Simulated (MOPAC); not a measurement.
MOPAC input (AM1):

```
AM1 FORCE THERMO(298,298) PRECISE LET GEO-OK AUX(PRECISION=9) THREADS=1
C3H7N

C    -0.86555987 1   -0.84642376 1    0.06704790 1
C    -1.01642483 1    0.60772059 1   -0.26009847 1
C     0.24674561 1    0.12149624 1    0.42624051 1
N     1.48749866 1    0.09082489 1   -0.28232631 1
H    -0.71147963 1   -1.56369640 1   -0.75852815 1
H    -1.45825341 1   -1.28059293 1    0.89103252 1
H    -1.71823824 1    1.22510353 1    0.32729880 1
H    -0.96940797 1    0.92216311 1   -1.31779528 1
H     0.33529065 1    0.37485736 1    1.51155246 1
H     1.92926171 1    0.98780215 1   -0.24429558 1
H     2.09399783 1   -0.59992245 1    0.11291186 1
```

From the output:

```
     H   11   0.016137   0.007344   0.023995   0.806864   6.725768

          HEAT OF FORMATION =      20.452204 KCALS/MOLE

          ZERO POINT ENERGY      62.883 KCAL/MOL

           NORMAL COORDINATE ANALYSIS (Total motion = 1 Angstrom)

   Root No.       1         2         3         4         5         6         7         8

                 1 A"      2 A"      1 A'      2 A'      3 A"      3 A'      4 A'      4 A"

                 111.5     395.3     479.8     809.1     881.0     926.7     933.6     980.2

           1   -0.0064    0.0045    0.0014   -0.0033    0.0064    0.0092    0.0294   -0.0370
           2    0.0126    0.0321   -0.0280    0.0073    0.0113   -0.0108   -0.0316   -0.0544
           3   -0.0100    0.0358   -0.0240   -0.0035    0.0097   -0.0215   -0.0111   -0.0016
           4   -0.0064    0.0045   -0.0014    0.0033    0.0064   -0.0092   -0.0294   -0.0370
           5   -0.0126   -0.0321   -0.0280    0.0073   -0.0113   -0.0108   -0.0316    0.0544
           6    0.0100   -0.0358   -0.0240   -0.0035   -0.0097   -0.0215   -0.0111    0.0016
           7    0.0124    0.0583   -0.0000   -0.0000    0.0075    0.0000    0.0000    0.0477
           8   -0.0000   -0.0000   -0.0264   -0.0009   -0.0000    0.0070    0.0411   -0.0000
           9   -0.0000   -0.0000    0.0723   -0.0060   -0.0000   -0.0109   -0.0090   -0.0000
          10    0.0249   -0.0511    0.0000   -0.0000   -0.0031    0.0000    0.0000    0.0129
          11   -0.0000    0.0000    0.0704   -0.0103    0.0000    0.0049    0.0402   -0.0000
          12   -0.0000    0.0000    0.0028   -0.0139    0.0000    0.0501   -0.0061    0.0000
          13   -0.0240    0.0447    0.0090    0.1763    0.0103    0.0697    0.0709    0.0337
          14    0.0199    0.0774   -0.1362   -0.0834   -0.1448    0.0700   -0.0323   -0.1585
          15   -0.0175    0.0775   -0.0595    0.0787   -0.0496    0.0507    0.0167   -0.0007
          16    0.0004   -0.0664   -0.0053   -0.1873   -0.0180   -0.0418    0.0260   -0.0581
          17    0.0216    0.0386    0.0773    0.1017    0.2061   -0.1209   -0.1129   -0.0104
          18   -0.0170    0.0778   -0.0551    0.0852   -0.0434    0.0499    0.0180    0.0012
          19    0.0004   -0.0664    0.0053    0.1873   -0.0180    0.0418   -0.0260   -0.0581
          20   -0.0216   -0.0386    0.0773    0.1017   -0.2061   -0.1209   -0.1129    0.0104
          21    0.0170   -0.0778   -0.0551    0.0852    0.0434    0.0499    0.0180   -0.0012
          22   -0.0240    0.0447   -0.0090   -0.1763    0.0103   -0.0697   -0.0709    0.0337
          23   -0.0199   -0.0774   -0.1362   -0.0834    0.1448    0.0700   -0.0323    0.1585
          24    0.0175   -0.0775   -0.0595    0.0787    0.0496    0.0507    0.0167    0.0007
          25    0.0379    0.1028   -0.0000   -0.0000   -0.1536    0.0000    0.0000    0.2137
          26   -0.0000   -0.0000   -0.0407   -0.0168    0.0000    0.0601    0.0373   -0.0000
          27   -0.0000   -0.0000    0.0546   -0.0166    0.0000    0.0263   -0.0051   -0.0000
          28   -0.1663   -0.0759   -0.0030    0.0039   -0.0148   -0.0280    0.0224   -0.0155
          29    0.2756    0.0310    0.0810   -0.0202    0.0138    0.0742   -0.0207    0.0371
          30   -0.2055    0.0847   -0.0763    0.0189    0.0308   -0.1406    0.1960    0.0645
          31   -0.1663   -0.0759    0.0030   -0.0039   -0.0148    0.0280   -0.0224   -0.0156
          32   -0.2756   -0.0310    0.0810   -0.0202   -0.0138    0.0742   -0.0207   -0.0371
          33    0.2055   -0.0847   -0.0763    0.0189   -0.0308   -0.1406    0.1960   -0.0645

   Root No.       9        10        11        12        13        14        15        16

                 5 A"      5 A'      6 A'      6 A"      7 A"      7 A'      8 A"      8 A'

                1024.3    1081.5    1150.1    1152.7    1196.9    1300.0    1311.6    1358.4

           1    0.0144   -0.0275    0.0344    0.0011   -0.0185    0.0208    0.0142   -0.0400
           2    0.0202    0.0006   -0.0460   -0.0038    0.0505   -0.0017    0.0038   -0.0094
           3   -0.0084   -0.0252    0.0064   -0.0588   -0.0039    0.0048   -0.0069    0.0098
           4    0.0144    0.0275   -0.0344    0.0011   -0.0185   -0.0209    0.0142    0.0400
           5   -0.0202    0.0006   -0.0460    0.0038   -0.0505   -0.0017   -0.0038   -0.0094
           6    0.0084   -0.0252    0.0064    0.0588    0.0039    0.0048    0.0069    0.0098
           7   -0.0511   -0.0000    0.0000    0.0149    0.0039    0.0000   -0.0743   -0.0000
           8    0.0000   -0.0416    0.0279   -0.0000   -0.0000   -0.0040    0.0000   -0.0045
           9    0.0000    0.0370   -0.0231   -0.0000   -0.0000    0.0375    0.0000   -0.0493
          10   -0.0101    0.0000    0.0000    0.0017    0.0050   -0.0000    0.0455    0.0000
          11    0.0000    0.0209    0.0025    0.0000   -0.0000   -0.0212   -0.0000    0.0206
          12   -0.0000   -0.0143    0.0122   -0.0000   -0.0000   -0.0561   -0.0000    0.0182
          13    0.0914   -0.0479   -0.0951    0.1451    0.1107    0.0370    0.0034   -0.1097
          14   -0.0610    0.1787    0.1320    0.0368   -0.1534    0.0258    0.0451   -0.0996
          15    0.0134    0.0316   -0.0064    0.0520    0.0023    0.0278    0.0052   -0.0647
          16   -0.0521   -0.0980   -0.0832   -0.1764    0.0881    0.0339   -0.0179   -0.0975
          17    0.0690   -0.0380    0.1972   -0.0015   -0.1568    0.0147    0.0253   -0.0276
          18    0.0159    0.0356   -0.0044    0.0591   -0.0029   -0.0055    0.0039    0.0453
          19   -0.0521    0.0980    0.0832   -0.1764    0.0881   -0.0339   -0.0179    0.0975
          20   -0.0690   -0.0380    0.1972    0.0015    0.1568    0.0147   -0.0253   -0.0276
          21   -0.0159    0.0356   -0.0044   -0.0591    0.0029   -0.0055   -0.0039    0.0453
          22    0.0914    0.0479    0.0951    0.1451    0.1107   -0.0370    0.0034    0.1097
          23    0.0610    0.1787    0.1320   -0.0368    0.1534    0.0258   -0.0451   -0.0996
          24   -0.0134    0.0316   -0.0064   -0.0520   -0.0023    0.0278   -0.0052   -0.0647
          25    0.2636   -0.0000    0.0000   -0.1628   -0.0489    0.0000    0.0808    0.0000
          26   -0.0000   -0.0282    0.0240    0.0000    0.0000    0.4205   -0.0000    0.1786
          27   -0.0000    0.0391   -0.0165    0.0000    0.0000    0.2859   -0.0000    0.0658
          28    0.0315    0.0217   -0.0106   -0.0010   -0.0126    0.0231   -0.0687   -0.0108
          29   -0.0518   -0.0314    0.0238    0.0038    0.0209   -0.0596    0.1369    0.0341
          30   -0.0951    0.0918   -0.0047    0.0055    0.0414   -0.0562    0.2657    0.0370
          31    0.0315   -0.0217    0.0106   -0.0010   -0.0126   -0.0231   -0.0687    0.0108
          32    0.0518   -0.0314    0.0238   -0.0038   -0.0209   -0.0596   -0.1369    0.0341
          33    0.0951    0.0918   -0.0047   -0.0055   -0.0414   -0.0562   -0.2657    0.0370

   Root No.      17        18        19        20        21        22        23        24

                 9 A"      9 A'     10 A'     11 A'     12 A'     10 A"     13 A'     14 A'

                1432.8    1451.5    1655.5    1712.0    3054.2    3139.9    3161.2    3196.3

           1   -0.0257    0.0350   -0.0999    0.0082   -0.0013    0.0003   -0.0008    0.0174
           2   -0.0144    0.0140   -0.0562    0.0063    0.0012   -0.0004    0.0003    0.0107
           3   -0.0013   -0.0035   -0.0053   -0.0013    0.0040    0.0296   -0.0293   -0.0008
           4   -0.0257   -0.0350    0.0999   -0.0082    0.0013    0.0003    0.0008   -0.0174
           5    0.0144    0.0140   -0.0562    0.0063    0.0012    0.0004    0.0003    0.0107
           6    0.0013   -0.0035   -0.0053   -0.0013    0.0040   -0.0296   -0.0293   -0.0008
           7   -0.0018    0.0000    0.0000   -0.0000    0.0000    0.0001   -0.0000    0.0000
           8    0.0000    0.0257    0.1770   -0.0133    0.0304    0.0000    0.0015    0.0009
           9   -0.0000    0.0353    0.0764    0.0164   -0.0496    0.0000   -0.0042   -0.0008
          10   -0.0002   -0.0000   -0.0000   -0.0000   -0.0000   -0.0002    0.0000   -0.0000
          11    0.0000   -0.0181   -0.0493   -0.0458   -0.0004   -0.0000    0.0004   -0.0001
          12   -0.0000   -0.0181   -0.0429   -0.0332   -0.0026    0.0000    0.0001   -0.0002
          13    0.1633   -0.1147   -0.0051    0.0014    0.0247    0.1193   -0.1127   -0.1139
          14    0.0943   -0.0494    0.0090    0.0063    0.0122    0.0726   -0.0670   -0.0696
          15    0.1432   -0.1065    0.0690   -0.0035   -0.0419   -0.1856    0.1707    0.2021
          16    0.1564   -0.1148   -0.0113    0.0015   -0.0143   -0.1230    0.1213   -0.1086
          17    0.0964   -0.0863   -0.0357   -0.0085   -0.0067   -0.0664    0.0639   -0.0580
          18   -0.1382    0.1127   -0.0524    0.0078   -0.0207   -0.1909    0.1850   -0.1925
          19    0.1564    0.1148    0.0113   -0.0015    0.0143   -0.1230   -0.1213    0.1086
          20   -0.0964   -0.0863   -0.0357   -0.0085   -0.0067    0.0664    0.0639   -0.0580
          21    0.1382    0.1127   -0.0524    0.0078   -0.0207    0.1909    0.1850   -0.1925
          22    0.1633    0.1147    0.0051   -0.0014   -0.0247    0.1193    0.1127    0.1139
          23   -0.0943   -0.0494    0.0090    0.0063    0.0122   -0.0726   -0.0670   -0.0696
          24   -0.1432   -0.1065    0.0690   -0.0035   -0.0419    0.1856    0.1707    0.2021
          25   -0.0026   -0.0000   -0.0000    0.0000   -0.0000    0.0017   -0.0000    0.0000
          26    0.0000   -0.0583   -0.0466    0.0103   -0.3964    0.0000   -0.0241   -0.0090
          27   -0.0000   -0.0201   -0.0570    0.0287    0.6607    0.0000    0.0359    0.0126
          28   -0.0002    0.0099   -0.0198   -0.2336    0.0034   -0.0004    0.0010   -0.0000
          29   -0.0000   -0.0285    0.0075    0.3193    0.0001   -0.0004    0.0005   -0.0004
          30   -0.0015   -0.0399   -0.0826    0.1304   -0.0016   -0.0002    0.0003    0.0000
          31   -0.0002   -0.0099    0.0198    0.2336   -0.0034   -0.0004   -0.0010    0.0000
          32    0.0000   -0.0285    0.0075    0.3193    0.0001    0.0004    0.0005   -0.0004
          33    0.0015   -0.0399   -0.0826    0.1304   -0.0016    0.0002    0.0003    0.0000

   Root No.      25        26        27

                11 A"     12 A"     15 A'

                3205.0    3421.9    3464.5

           1    0.0184    0.0000    0.0003
           2    0.0095    0.0003    0.0003
           3   -0.0002    0.0002    0.0002
           4    0.0184    0.0000   -0.0003
           5   -0.0095   -0.0003    0.0003
           6    0.0002   -0.0002    0.0002
           7    0.0016   -0.0012   -0.0000
           8   -0.0000    0.0000   -0.0032
           9   -0.0000    0.0000   -0.0003
          10   -0.0001   -0.0538   -0.0000
          11   -0.0000    0.0000   -0.0338
          12    0.0000    0.0000   -0.0042
          13   -0.1143    0.0003    0.0003
          14   -0.0690    0.0003    0.0004
          15    0.2005   -0.0003   -0.0004
          16   -0.1144    0.0001   -0.0003
```
